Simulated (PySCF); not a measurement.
# K₃Se⁺: from structure and modes to constants

These are results of PySCF, PBE0, basis Se def2-TZVP, K def2-TZVP (no relativity, density fitting), not measurements.

The singlet minimum has D3h symmetry. Masses (u): Se 79.91652, K 38.96371.

```xyz
4
charge 1 multiplicity 1, angstrom
Se    0.0000    0.0000    0.0000
K     2.9601    0.0000    0.0000
K    -1.4800    2.5635    0.0000
K    -1.4801   -2.5635    0.0000
```

Harmonic wavenumbers (cm⁻¹): 34.9 (a2'', ×1), 45.0 (e', ×2), 157.2 (a1', ×1), 199.4 (e', ×2).

Find the principal moments of inertia and the rotational constants. What kind of rotor is it?

About the centre of mass I = 512.11, 512.11, 1024.2 u Å². With B = 16.8576/I this gives 0.03292, 0.03292, 0.01646 cm⁻¹. The molecule is an oblate symmetric top.

What is the harmonic zero-point energy?

Half the sum of all 6 wavenumbers, 681/2 = 340 cm⁻¹, which is 4.1 kJ/mol (1 cm⁻¹ = 0.0119627 kJ/mol).

Find the vibrational entropy and heat capacity at 298.15 K.

With u = 1.43878 ω/T, each mode gives S = R[u/(eᵘ−1) − ln(1−e⁻ᵘ)] and C = R u² eᵘ/(eᵘ−1)².
| ω (cm⁻¹) | u | S (J/(mol K)) | C (J/(mol K)) |
| --- | --- | --- | --- |
| 34.9 | 0.168 | 23.13 | 8.29 |
| 45.0 (×2) | 0.217 | 21.03 | 8.28 |
| 157.2 | 0.759 | 10.81 | 7.93 |
| 199.4 (×2) | 0.962 | 8.95 | 7.70 |
The sums over all modes are S = 93.9 and C = 48.2 J/(mol K); the softest mode gives 25 % of the entropy (each member, where degenerate).

Give the standard entropy (298.15 K, 1 bar) by its translational, rotational, vibrational and spin parts, and Cp.

Sackur–Tetrode with M = 196.81 u gives 174.7; rotation with symmetry number 6 gives 114.3; vibration 93.9; spin R ln 1 = 0.0. The total is 382.9 J/(mol K), and Cp = 4 R + 48.2 = 81.4 J/(mol K).

Only a few start shapes were tried, so a lower isomer may exist.
